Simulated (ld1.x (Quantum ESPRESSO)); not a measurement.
**Cutoff test, Cl, PAW**

Cl (Z = 17), PAW, made with ld1.x (Quantum ESPRESSO) 7.5 (BLYP, scalar-relativistic). Core [Ne], reference 3s1.5 3p5.5. Waves: 3s (bound): rcut 1.05, rcutus 1.25 bohr; 3s channel at -1.05 Ry: rcut 1.05, rcutus 1.25 bohr; 3p (bound): rcut 1.05, rcutus 1.25 bohr; 3p channel at 0.4 Ry: rcut 1.05, rcutus 1.25 bohr; 3d channel at 0.4 Ry: rcut 1.20, rcutus 1.35 bohr. Local part: all-electron potential smoothed inside 1.00 bohr (lloc = -1). Core correction: Bessel-smoothed model core, default radius (core density twice the valence density). Augmentation charge: PSQ, inside the norm-conserving radii.

The pseudo-atom Hamiltonian at the reference potential is diagonalised in spherical Bessel functions j_l(qr) that vanish at 20 bohr, with q² up to the cutoff. All-electron valence levels (Ry): 3s -1.5343, 3p -0.6417.

Task: How do the lowest levels (Ry) of each channel move with the cutoff, and are there ghosts?

Result:

```tsv
cutoff (Ry)	s #1	p #1	p #2	d #1	d #2	f #1	Σ f·Δε (mRy)
8	-1.4822	-0.5731	0.0364	0.0847	0.1746	0.1394	456.2
10	-1.4890	-0.6101	0.0352	0.0845	0.1741	0.1394	242.3
15	-1.5112	-0.6395	0.0343	0.0844	0.1733	0.1394	47.4
18	-1.5245	-0.6411	0.0342	0.0843	0.1727	0.1394	18.5
25	-1.5324	-0.6415	0.0342	0.0842	0.1721	0.1394	4.3
30	-1.5337	-0.6415	0.0342	0.0841	0.1718	0.1394	2.3
35	-1.5338	-0.6415	0.0342	0.0840	0.1716	0.1394	2.1
45	-1.5340	-0.6416	0.0342	0.0840	0.1715	0.1394	1.7
50	-1.5342	-0.6416	0.0342	0.0840	0.1714	0.1394	1.1
60	-1.5343	-0.6417	0.0342	0.0840	0.1714	0.1394	0.6
70	-1.5343	-0.6417	0.0342	0.0840	0.1714	0.1394	0.4
400	-1.5344	-0.6418	0.0342	0.0840	0.1714	0.1394	0.0
```

Result: no extra level below or beside the all-electron valence levels (s, p, d, f tested); 10 mRy is reached at 21 Ry and 1 mRy at 55 Ry.
